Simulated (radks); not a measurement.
Results of a calculation; reference values are marked as such.
Si XIII, configuration [He]. Code: a radial shooting solver on a logarithmic mesh with Libxc functionals. Model: Dirac Kohn-Sham, BP86, spin-unpolarised, spherical densities, finite nucleus; Fermi nuclear charge, rms radius 3.1224 fm. Some entries of the table are withheld. Estimate them.

orbital  occ.  eigenvalue (eV)  <r^2> (bohr^2)
1s1/2       2              (1)             (2)
2p1/2       0              (3)             (4)
2p3/2       0              (5)             (6)

Answer. 
(1) 1s1/2 eigenvalue (eV): -2354.633
(2) 1s1/2 <r^2> (bohr^2): 0.01619
(3) 2p1/2 eigenvalue (eV): -520.3700
(4) 2p1/2 <r^2> (bohr^2): 0.1873
(5) 2p3/2 eigenvalue (eV): -519.1055
(6) 2p3/2 <r^2> (bohr^2): 0.1884
